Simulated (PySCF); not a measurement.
C₄H₄, SMILES C=C=C=C. Atoms are numbered in the order given.

```xyz
8

C      0.0000     0.0000     1.9575
C      0.0000     0.0000     0.6371
C      0.0000     0.0000    -0.6371
C      0.0000     0.0000    -1.9575
H      0.0000    -0.9353     2.5286
H      0.0000     0.9353     2.5286
H      0.0000    -0.9353    -2.5286
H      0.0000     0.9353    -2.5286
```

Geometry optimised at B3LYP-D3(BJ)/def2-SVP.

Method: PySCF with HF/pcSseg-1.

GIAO shieldings, no solvent; atoms alike by connectivity are averaged. δ = σ(ref) − σ: ¹³C against TMS (σ = 192.6 ppm); ¹H against TMS (σ = 31.99 ppm), references at their B3LYP-D3(BJ)/def2-TZVP geometries, non-relativistic.

```
nucleus           atoms  count  δ (ppm)
-------  --------------  -----  -------
¹³C              C2, C3      2    193.6
¹³C              C1, C4      2    102.1
¹H       H5, H6, H7, H8      4     5.86
```
